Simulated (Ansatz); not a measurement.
CH5ClFNSi can be A, `N[SiH](F)CCl`, or B, `NC(F)[SiH2]Cl`.

Calculated with Ansatz (gas phase, PBE0-D4/def2-TZVP geometries, no zero-point term in ΔE). CBS: MP2 limit from def2 TZ/QZ plus the TZ coupled-cluster correction, frozen cores. Functionals use def2-TZVPP. B3LYP here is the variant with VWN-RPA as its local correlation; programs differ in this. Each species was taken in one conformer, which may not be the lowest.

Task: Which isomer does CCSD(T)/CBS put lower? Give the gap. (An estimate is asked.)

Result: The calculation gave: A, by 44.9 kcal/mol.

Task: Give E(B) − E(A) in kcal/mol with B3LYP-D4, MP2/def2-TZVPP, CCSD(T)/def2-TZVPP, HF/def2-TZVPP, CCSD/def2-TZVPP, B3LYP, PBE-D4. (Estimate.)

Result: The calculation gave: B3LYP-D4 41.7, MP2/def2-TZVPP 45.8, CCSD(T)/def2-TZVPP 43.7, HF/def2-TZVPP 44.4, CCSD/def2-TZVPP 44.2, B3LYP 41.5, PBE-D4 38.0. None reverses the order clearly.

Largest T1 diagnostic: 0.011.

From PBE to PBE0 (25 % exact exchange), in def2-TZVPP and without D4, E(B) − E(A) moves by +2.3 kcal/mol.
